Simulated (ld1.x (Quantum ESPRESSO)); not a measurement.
**What one change does to a pseudopotential (cadmium (Cd), RRKJ)**

- Element: cadmium (Cd)
- Generator: ld1.x (Quantum ESPRESSO) 7.5
- Type: norm-conserving RRKJ (Kleinman–Bylander form)
- Functional: LDA (PZ)
- Relativity: scalar-relativistic
- Frozen core: [Kr]
- Valence charge: 12
- Reference configuration: 4d10 5s1.5 5p0 (charge +0.5)
- Partial waves: 5s (bound): rc 2.00 bohr; 5p (bound, empty): rc 2.30 bohr; 4d (bound): rc 1.40 bohr
- Local potential: all-electron potential smoothed inside 1.65 bohr (lloc = -1)
- Core correction: a·sin(br)/r model core inside 1.05 bohr
- rho0: 0.005

All-electron outer shells of the reference configuration (LDA (PZ), scalar-relativistic, ld1.x):

```csv
shell,level (eV),outermost node (bohr),outermost maximum (bohr)
4p,-71.28,0.43,0.84
4d,-16.16,0.42,0.98
5s,-9.59,1.06,2.26
5p,-4.32,1.19,2.98
```

Change: reference 4d10 5s2 5p0.

Cutoffs: the cutoffs (Ry, on a coarse ladder) from which the occupation-weighted sum of valence levels, in a spherical-Bessel basis at the reference potential, stays within 10 and 1 mRy of its value at 400 Ry; they do not see the model core or the augmentation charge, which bear on the density cutoff. Errors are all-electron minus pseudo energies relative to the spin-unpolarised reference configuration.

Question: What does the change do?

Answer: The potential gets neither clearly harder nor softer (70 Ry and 80 Ry → 70 Ry and 80 Ry); both files keep a bound ghost (s).

| quantity | base | changed |
| --- | --- | --- |
| cutoff, loose | 70 Ry | 70 Ry |
| cutoff, tight | 80 Ry | 80 Ry |
| bound ghosts | s | s |
| largest error over its own tests, meV | -147 | -366 |
| s: phases at 2.48 bohr within 0.05 rad from the reference energy up to (Ry; the scan ends near 5) | 3.8 | 4.0 |
| p: phases at 2.48 bohr within 0.05 rad from the reference energy up to (Ry; the scan ends near 5) | 0.2 | 0.4 |
| d: phases at 2.48 bohr within 0.05 rad from the reference energy up to (Ry; the scan ends near 5) | 1.7 | 2.0 |

Changed file: These tests converged, but a pseudo level misses the all-electron one widely, so the file describes the atom poorly there or has found another state: 4d8 5s0 5p0: empty 5p by 6.3 eV (a node warning on the way). A true bound ghost makes a file unfit for plane-wave use even where its test errors are small: the radial tests pick states by their node count and pass the ghost by.
